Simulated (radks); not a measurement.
Question: The mean radii <r> (bohr) of the occupied orbitals of an atom or ion are listed with their occupations. Calculated with a radial shooting solver on a logarithmic mesh with Libxc functionals: scalar-relativistic Kohn-Sham, BP86, spin-polarised, spherical densities, point nucleus.

orbital  occ.    <r>
1s up       1  1.540

Name the element and its charge. Open shells, if any, are filled with parallel spins first.

Answer: Z = 1, hydrogen, charge 0: H in 1s1. The 1s radius gives Z: for a bare nucleus <r> = (2 gamma + 1)/(2Z) with gamma = sqrt(1 - (Z/c)^2), 1.5 bohr for Z = 1, and the self-interaction of the functional makes it slightly larger (1.540 here). The occupations add up to 1, and the charge is Z minus that.
